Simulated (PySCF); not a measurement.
**J couplings in B₂GeH₁₀N₂O**

Bonds (- single, = double, # triple, : aromatic): Ge1-O2, O2-B3, B3-N4, N4-B5, B5-N6, N6-B3. Ge1 carries H7, H8, H9; B3 carries H10; N4 carries H11, H12; B5 carries H13, H14; N6 carries H15, H16. Formal charges: B3 -1, N4 +1, B5 -1, N6 +1. H12, H14, H16 are cis to O2 on the ring; H11, H13, H15 are trans to O2 on the ring.

Couplings: B3LYP/pcJ-1 (pcSseg-1 on Ge) (spin–dipole term only in couplings to heteroatoms) in PySCF, geometry PBE0-D3(BJ)/def2-SVP; gas phase, one conformer, non-relativistic. Couplings are averaged over pairs made equivalent by symmetry, fast rotation or ring inversion, so a value needn't be that of the named pair in this geometry, while other rotamers aren't included; one pair stands for each set, and the list holds a selection of those of at least 0.8 Hz over up to four bonds, among pairs with at least one B or N or H atom (others weren't computed).

Isotopes: ¹¹B, ¹H, ¹⁵N, ¹⁷O. Couplings to quadrupolar nuclei such as 17O and 33S are rarely resolved in practice.

| pair | bonds | J (Hz) |
| --- | --- | --- |
| O2, B3 | 1 | -3.9 |
| B3, N4 | 1 | -7.0 |
| B3, H10 | 1 | ? |
| N4, B5 | 1 | -8.0 |
| N4, H11 | 1 | ? |
| N4, H12 | 1 | ? |
| B5, H13 | 1 | 123.1 |
| B5, H14 | 1 | 118.3 |
| B3, B5 | 2 | -3.4 |
| B3, H11 | 2 | ? |
| B3, H12 | 2 | ? |
| N4, N6 | 2 | 5.2 |
| N4, H10 | 2 | -4.4 |
| N4, H13 | 2 | -1.1 |
| N4, H14 | 2 | ? |
| B5, H11 | 2 | -2.6 |
| B5, H12 | 2 | -2.5 |
| H7, H8 | 2 | 23.1 |
| H11, H12 | 2 | -11.5 |
| O2, H11 | 3 | ? |
| O2, H12 | 3 | -1.9 |
| H10, H11 | 3 | ? |
| H10, H12 | 3 | 3.4 |
| H11, H13 | 3 | 7.9 |
| H12, H13 | 3 | 5.0 |
| H12, H14 | 3 | 9.0 |

Question: Estimate the withheld couplings, with signs.

Answer: 
- ¹J(B3,H10) = 140.1 Hz (bond length 1.224 Å)
- ¹J(N4,H11) = -74.9 Hz (bond length 1.016 Å)
- ¹J(N4,H12) = -74.2 Hz (bond length 1.017 Å)
- ²J(B3,H11) = -2.0 Hz (angle at N4 114°)
- ²J(B3,H12) = -2.9 Hz (angle at N4 115°)
- ²J(N4,H14) = -1.1 Hz (angle at B5 111°)
- ³J(O2,H11) = -1.1 Hz (dihedral angle 129°)
- ³J(H10,H11) = 4.5 Hz (dihedral angle 2°)

Relativistic effects of the heavier atoms present are left out.
